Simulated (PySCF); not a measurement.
Al(H)(Me)(iPr), SMILES [CH3][AlH][CH](C)C, GFN2-xTB optimised geometry.

```
16

Al    -0.74    -0.09     0.00
H     -1.36    -1.52    -0.03
C     -1.95     1.49     0.00
H     -1.68     2.23     0.76
H     -2.99     1.19     0.21
H     -1.97     2.02    -0.95
C      1.28    -0.09     0.00
C      1.90     0.89    -1.00
C      1.70    -1.54    -0.32
H      1.71     0.16     0.99
H      2.99     0.88    -0.96
H      1.60     0.64    -2.02
H      1.56     1.91    -0.80
H      1.22    -2.23     0.38
H      2.78    -1.67    -0.25
H      1.38    -1.81    -1.32
```

Density from PBE0/def2-TZVP run with PySCF at that geometry.

Minimum of the electron density along straight lines between bonded atoms, close to the bond critical point (lines longer than 1.1 times the sum of covalent radii, or with two minima, are not listed):

```
bond    length / Å  ρ at the minimum / e bohr⁻³  ∇²ρ there / e bohr⁻⁵  position (fraction from the first atom)
------  ----------  ---------------------------  --------------------  ---------------------------------------
Al1–H2       1.553                        0.087                  0.24                                     0.51
Al1–C3       1.988                        0.082                  0.23                                     0.40
C3–H4        1.097                        0.266                 -0.86                                     0.64
C3–H5        1.097                        0.267                 -0.86                                     0.64
C3–H6        1.096                        0.265                 -0.86                                     0.64
Al1–C7       2.024                        0.080                   ___                                     0.40
C7–C8        1.536                        0.237                 -0.56                                     0.49
C7–C9        1.537                        0.237                 -0.56                                     0.50
C7–H10       1.104                        0.267                 -0.87                                     0.63
C8–H11       1.091                        0.277                 -0.94                                     0.64
C8–H12       1.090                        0.277                 -0.94                                     0.64
C8–H13       1.090                        0.278                 -0.95                                     0.64
C9–H14       1.093                        0.276                 -0.94                                     0.64
C9–H15       1.091                        0.277                 -0.94                                     0.64
C9–H16       1.091                        0.276                 -0.94                                     0.64
```

Some entries are withheld; supply them.


- Al1–C7, ∇²ρ there / e bohr⁻⁵: 0.20
